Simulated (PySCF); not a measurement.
C2H8GeN2, SMILES C=[CH][GeH]([NH2])[NH2].

The structure is a stationary point at B3LYP-D3(BJ)/def2-SVP. Other conformers were not sampled.

Two levels are set side by side: TDA-PBE/def2-SVPD (PySCF) and TDA-PBE0/def2-SVPD (PySCF). Vertical, same geometry. The lowest singlet is HOMO→LUMO 91 % with PBE and HOMO→LUMO 95 % with the other functional; states are paired by order. Differences are taken from unrounded values.

```csv
quantity,TDA-PBE0,TDA-PBE,TDA-PBE minus TDA-PBE0
lowest singlet excitation (eV),5.53,4.36,-1.17
lowest triplet excitation (TDA) (eV),4.21,4.11,-0.09
first bright state (f over 0.05) (eV),6.37,5.57,-0.80
its oscillator strength,0.06,0.06,0.00
```

Functionals without exact exchange tend to place singlet excitations lower, as here. Differences between two approximate levels are no errors against the true value.

Rough cost on one machine, each run with all the roots and properties that it gave: TDA-PBE0 against TDA-PBE about 3 times.
